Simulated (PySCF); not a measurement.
Zn⁺ (zinc, charge +1) across methods

[Ar] 3d9 4s1 4p1, one real determinant (an excited configuration). Computed with PySCF 2.14 in def2-QZVPPD, with the non-relativistic Hamiltonian (point nucleus).

```
 method  E (hartree)  mean ε 3d β (eV)  mean ε 4s α (eV)  mean ε 4p α (eV)  Σ⟨r²⟩ (bohr²)   ⟨S²⟩
    LDA    -1775.673           -27.836           -17.523           -10.738          27.87  3.750
  M06-L    -1778.534           -27.819           -17.212           -10.637          27.75  3.751
   PBE0    -1778.361           -30.747           -18.450           -11.738          27.87  3.751
   MN15    -1778.924           -32.040           -18.819           -12.106          27.92  3.751
    PBE    -1778.319           -27.562           -17.287           -10.717          27.96  3.750
  HSE06    -1778.362           -30.306           -18.081           -11.327          27.88  3.751
 r2SCAN    -1778.590           -27.995           -17.651           -11.024          27.69  3.751
LC-wPBE    -1778.368           -33.022           -21.479           -14.425          27.76  3.751
```

Task: Estimate the same row for UHF.

Result: E (hartree) = -1777.15899; mean ε 3d β (eV) = -39.374; mean ε 4s α (eV) = -21.388; mean ε 4p α (eV) = -14.410; Σ⟨r²⟩ (bohr²) = 28.14; ⟨S²⟩ = 3.751.

⟨L²⟩ = 8.01 against 12 for a pure F term, so this real determinant mixes terms.
